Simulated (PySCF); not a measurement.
# Excitation energy of I by level of theory

I [Kr] 4d10 5s2 5p5 (2P) → I [Kr] 4d10 5s1 5p5 5d1 (high-spin determinant), as a difference of total energies. Calculation: PySCF 2.14, in aug-cc-pVTZ-PP with ECP28MDF (6s5p4d2f, 55 functions); a scalar-relativistic core potential. Correlated levels: valence: 4s2 4p6 4d10 frozen. The calculations carry no spin-orbit coupling.

```
           method  excitation energy (eV)
              UHF                  20.049
    MP2 (valence)                  19.348
SCS-MP2 (valence)                  19.262
   CCSD (valence)                  18.498
CCSD(T) (valence)                  18.010
```

Q: How much does correlation contribute at CCSD(T) (valence)?

A: 18.010 − (20.049) = -2.039 eV, measured against UHF.

The upper state lies above the first ionisation limit, where it may autoionise and the basis confines it.

The promoted electron is Rydberg-like, and one or two diffuse shells describe it only roughly, which tends to raise the upper state.

The coupled-cluster amplitudes are large for the upper state (T1 above 0.03 or a double amplitude above 0.15), so a single reference is strained.

The determinant of the upper state mixes LS terms, which raises its energy above the lowest term, most at the Hartree-Fock and MP2 levels.
